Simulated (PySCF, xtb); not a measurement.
C5H10, SMILES CCC(C)=C. The values are those of a single conformer.

Harmonic wavenumbers (cm⁻¹) from GFN2-xTB in xtb at its own minimum, in rising order: 25, 130, 204, 251, 388, 424, 526, 711, 815, 835, 895, 960, 996, 1031, 1055, 1087, 1101, 1238, 1285, 1326, 1399, 1409, 1425, 1478, 1483, 1493, 1504, 1506, 1733, 2963, 2986, 3002, 3017, 3032, 3036, 3041, 3047, 3100, 3121.

### Question
What does PBE-D3(BJ)/def2-SVP in PySCF give at its own minimum? (The exact figures need the calculation; the answer reports its results.)

### Answer
62, 180, 220, 254, 392, 419, 522, 696, 764, 779, 873, 921, 953, 992, 1013, 1055, 1066, 1220, 1257, 1299, 1340, 1342, 1371, 1393, 1405, 1414, 1421, 1432, 1678, 2948, 2956, 2972, 3017, 3024, 3062, 3062, 3066, 3073, 3162. Paired by order, the mean absolute difference is 36 cm⁻¹ and the zero-point energies are 84.4 and 83.0 kcal/mol.
